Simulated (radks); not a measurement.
All-electron atom: Ge III in [Ar] 3d10 4s2 (the NIST ground configuration).

Calculated with a radial shooting solver on a logarithmic mesh with Libxc functionals: Dirac Kohn-Sham, BLYP, spin-unpolarised, spherical densities, finite nucleus; Fermi nuclear charge, rms radius 4.0742 fm.

Energy parts (eV):
part                       energy
total                  -57102.637
kinetic                 58315.955
electron-nucleus      -137203.302
Hartree                 23948.024
exchange-correlation    -2163.314

Orbitals (lengths in bohr, moments of r in powers of bohr):
| orbital | occ. | eigenvalue (eV) | <r^2> | small-component weight |
|---|---|---|---|---|
| 1s1/2 | 2 | -10980.84 | 0.002973 | 1.34e-02 |
| 2s1/2 | 2 | -1391.444 | 0.05198 | 2.59e-03 |
| 2p1/2 | 2 | -1240.183 | 0.04033 | 2.59e-03 |
| 2p3/2 | 4 | -1208.279 | 0.04182 | 2.53e-03 |
| 3s1/2 | 2 | -188.0746 | 0.4497 | 5.95e-04 |
| 3p1/2 | 2 | -138.2190 | 0.4821 | 5.45e-04 |
| 3p3/2 | 4 | -133.9311 | 0.4983 | 5.31e-04 |
| 3d3/2 | 4 | -49.4376 | 0.6792 | 4.02e-04 |
| 3d5/2 | 6 | -48.8490 | 0.6889 | 3.98e-04 |
| 4s1/2 | 2 | -29.3242 | 4.297 | 7.92e-05 |
| 4p1/2 | 0 | -20.1021 | 6.159 | 5.62e-05 |
| 4p3/2 | 0 | -19.7953 | 6.322 | 5.50e-05 |

The highest occupied level is 4s1/2 at -29.324 eV. Summed over all electrons, <r^2> = 19.66 bohr^2, which gives a Langevin (diamagnetic) susceptibility term of -15.6 x 10^-6 cm^3/mol. The density falls to 0.001 e/bohr^3 at r = 3.41 bohr. The electron density at the nucleus is 3.174e+04 e/bohr^3.
